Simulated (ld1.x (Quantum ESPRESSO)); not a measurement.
**Which change was made? (Zn, TM semilocal)**

| Item | Value |
| --- | --- |
| Element | Zn |
| Generator | ld1.x (Quantum ESPRESSO) 7.5 |
| Type | norm-conserving Troullier–Martins (semilocal form) |
| Functional | PBEsol |
| Relativity | non-relativistic |
| Frozen core | [Ar] 3d10 |
| Valence charge | 2 |
| Reference configuration | 4s1.5 4p0.5 |
| Partial waves | 4p (bound): rc 1.95 bohr; 4s (bound): rc 1.60 bohr |
| Local potential | the s channel |
| Core correction | none |

Cutoffs, loose and tight: the cutoffs (Ry, on a coarse ladder) from which the occupation-weighted sum of valence levels, in a spherical-Bessel basis at the reference potential, stays within 10 and 1 mRy of its value at 400 Ry. They do not see the model core or the augmentation charge, which bear on the density cutoff. Test errors are all-electron minus pseudo excitation energies from the reference, over the configurations 4s2 4p0; 4s1 4p0; 4s1.5 4p0; 4s0 4p2; 4s0 4p1; 4s1 4p1; variants that change the core or the reference have their own tests.

The base gives: outcome: generated; cutoff, loose: 18 Ry; cutoff, tight: 45 Ry; bound ghosts: none; largest test error (meV): +99.

Task: After one change the result is: outcome: generated; cutoff, loose: 110 Ry; cutoff, tight: 200 Ry; bound ghosts: none; largest test error (meV): +138. Which change was it?
A. all radii scaled by about 0.83 (s 1.32, p 1.62 bohr)
B. all radii scaled by about 0.76 (s 1.22, p 1.48 bohr)
C. all radii scaled by about 1.22 (s 1.94, p 2.38 bohr)
D. all radii scaled by about 0.93 (s 1.48, p 1.82 bohr)

Result: B. The others give: all radii scaled by about 1.22 (s 1.94, p 2.38 bohr) → outcome: generated; cutoff, loose: 10 Ry; cutoff, tight: 30 Ry; bound ghosts: none; largest test error (meV): +98 | all radii scaled by about 0.83 (s 1.32, p 1.62 bohr) → outcome: generated; cutoff, loose: 40 Ry; cutoff, tight: 120 Ry; bound ghosts: none; largest test error (meV): +118 | all radii scaled by about 0.93 (s 1.48, p 1.82 bohr) → outcome: generated; cutoff, loose: 30 Ry; cutoff, tight: 60 Ry; bound ghosts: none; largest test error (meV): +98.
